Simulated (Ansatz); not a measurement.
A nudged elastic band was laid between two geometries of BClF2 + H2 (6 atoms, charge 0, multiplicity 1).

These are results of RKS B3LYP-D4/def2-SVP (Ansatz), not measurements.

* movable images: 7
* climbing image: yes
* spring: 5.0 eV/Å²
* optimiser: quadratic models (default)
* start path: through a guess of the saddle point
* force threshold: 0.05 eV/Å
* iteration limit: 60
* end points: relaxed

Initial state:

```xyz
6
Properties=species:S:1:pos:R:3
B -0.012 0.465 0.154
Cl -0.032 0.948 1.839
F 1.126 0.318 -0.485
F -1.136 0.262 -0.494
H 0.111 -2.466 0.501
H 0.062 -2.198 1.210
```

Final state:

```xyz
6
Properties=species:S:1:pos:R:3
B 0.005 -0.330 -0.571
Cl -0.039 -0.103 2.528
F 1.139 0.328 -0.693
F -1.120 0.335 -0.732
H -0.002 -1.519 -0.397
H 0.135 -1.381 2.592
```

Problem. What changes between the two ends?

Solution. Bonds broken: B1–Cl2, H5–H6. Bonds formed: B1–H5, Cl2–H6. BClF2 + H2 becomes BF2H + ClH.

Problem. Give the energies along the band, and the barrier.

Solution. The forces met the threshold. The highest image is number 4 of 0 to 8, 1.66 eV above the first end and 1.10 eV above the last; the last end lies 0.56 eV above the first. A vibrational analysis at the climbing image gives one clearly imaginary mode, 1011i cm⁻¹: a first-order saddle point. The orbitals stay closed-shell, which can raise the energy where a bond breaks towards radicals; this wasn't checked here.

```csv
image,path coordinate (Å),energy (eV),B1–Cl2 (Å),H5–H6 (Å),B1–H5 (Å)
0,0.00,0.00,1.75,0.76,2.95
1,0.48,0.04,1.76,0.76,2.53
2,0.96,0.23,1.77,0.76,2.11
3,1.44,0.86,1.86,0.80,1.67
4,1.92,1.66,2.12,1.05,1.33
5,2.40,1.01,2.52,1.48,1.22
6,2.88,0.66,2.91,1.92,1.21
7,3.36,0.58,3.06,2.43,1.20
8,3.84,0.56,3.11,3.00,1.20
```

Problem. What is the geometry of the highest image?

Solution. 
```xyz
6
Properties=species:S:1:pos:R:3
B 0.017 -0.285 0.041
Cl -0.002 0.160 2.111
F 1.164 0.129 -0.476
F -1.147 0.068 -0.484
H 0.051 -1.595 0.292
H 0.035 -1.149 1.241
```

Problem. What are the harmonic wavenumbers there?

Solution. 1011i, 245, 293, 516, 734, 805, 1076, 1099, 1363, 1454, 1657, 2131 cm⁻¹.

Run time: 6.3 min on 1 thread of Intel(R) Xeon(R) 6975P-C (Granite Rapids), on a shared host, peak memory 0.15 GiB.
